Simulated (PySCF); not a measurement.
## Radial density of Sn (tin, neutral)

B2PLYP, [Kr] 4d10 5s1 5p2 6s1, high-spin 5P determinant (an excited configuration). Calculation: PySCF 2.14, in aug-cc-pVQZ-DK3; scalar relativity by spin-free X2C-1e.

| r (bohr) | 4πr²ρ (e/bohr) | 4πr²(ρα − ρβ) |
| --- | --- | --- |
| 0.0303 | 58.68 | 0.0118 |
| 0.0510 | 59.88 | 0.0310 |
| 0.0858 | 82.31 | 0.0400 |
| 0.144 | 61.25 | -0.0197 |
| 0.243 | 66.80 | 0.0938 |
| 0.408 | 37.05 | 0.0027 |
| 0.687 | 22.46 | 0.2147 |
| 1.16 | 13.98 | 0.0503 |
| 1.94 | 2.863 | 1.3711 |
| 3.27 | 0.8421 | 0.8138 |
| 5.50 | 0.2522 | 0.2522 |
| 9.25 | 0.08048 | 0.0805 |
| 15.6 | 0.0002642 | 0.0003 |

Densities and radii are taken from the X2C orbitals without a picture-change correction, which distorts them close to the nucleus.

The outer electron is Rydberg-like, and this basis confines it to a smaller radius and binds it less than a complete one would.

(1) Where is the radial spin density 4πr²(ρα − ρβ) most negative, and why is it negative at all?

Results:

(1) Around r = 0.144 bohr, down to -0.0197 e/bohr: exchange with the open shell polarises the paired shells in an unrestricted calculation.
